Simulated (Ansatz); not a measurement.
Computed with Ansatz on PBE0-D4/def2-TZVP structures; ΔE is electronic, products minus reactants. CCSD(T)/CBS adds triple-zeta CCSD(T) − MP2 to the extrapolated MP2 energy (def2 sets, frozen cores). This one scheme is used for every species. One conformer a species, not always the lowest.

`FB(F)N[SiH3]` + CH₃NH₂ → `CNB(F)F` + `N[SiH3]`  (ligand exchange at a B–N bond)

`FB(F)N[SiH3]`:

```xyz
9

F    -1.739    1.817   -1.119
B    -0.738    0.961   -0.953
F     0.060    0.742   -1.994
N    -0.514    0.302    0.264
Si    0.759   -0.841    0.610
H    -1.158    0.518    1.010
H     0.545   -1.293    2.007
H     0.692   -2.000   -0.313
H     2.094   -0.206    0.487
```

CH₃NH₂:

Z-matrix (Å, degrees):
```
C
N 1 1.453
H 1 1.092 2 109.4
H 1 1.100 2 115.4 3 -121.6
H 1 1.092 2 109.4 3 116.8
H 2 1.012 1 110.6 3 62.6
H 2 1.012 1 110.6 3 -179.3
```

`CNB(F)F`:

```xyz
9

C     0.125    1.151   -0.019
N     0.406   -0.246   -0.252
B    -0.377   -1.319    0.160
F    -1.508   -1.140    0.839
F    -0.016   -2.573   -0.113
H     0.010    1.701   -0.958
H    -0.806    1.242    0.539
H     0.917    1.629    0.565
H     1.250   -0.445   -0.761
```

`N[SiH3]`:

Z-matrix (Å, degrees):
```
Si
N 1 1.720
H 1 1.486 2 107.9
H 1 1.494 2 116.0 3 -120.3
H 1 1.486 2 107.9 3 119.4
H 2 1.007 1 119.6 3 -168.6
H 2 1.007 1 119.6 3 49.2
```

```csv
species,CCSD(T)/CBS(def2) energy (Eh)
`FB(F)N[SiH3]`,-570.75785
CH₃NH₂,-95.75281
`CNB(F)F`,-319.70892
`N[SiH3]`,-346.80422
```

(1) Work out ΔE.

(2) What do rigid-rotor, harmonic-oscillator terms from PBE0-D4/def2-TZVP frequencies (298.15 K, 1 bar) make of the CCSD(T)/CBS value? (Best estimate.)

Largest T1 diagnostic among the species: 0.012.

Results:

(1) ΔE = (-319.70892) + (-346.80422) − (-570.75785) − (-95.75281) = -0.00248 Eh = -1.6 kcal/mol.

(2) Computed: ΔZPE = -0.4 kcal/mol, ΔH = -1.9 kcal/mol, ΔS = -4 J/(mol·K), ΔG = -1.6 kcal/mol. Modes under 50 cm⁻¹ make the entropy rough.

Leaving LDA and LC-ωPBE aside and taking each functional with its dispersion term where it has one, the values, not all of them listed here, spread over 0.6 kcal/mol, from CAM-B3LYP-D4 to BHLYP-D4. LDA lies −1.3 kcal/mol from PBE without D4.
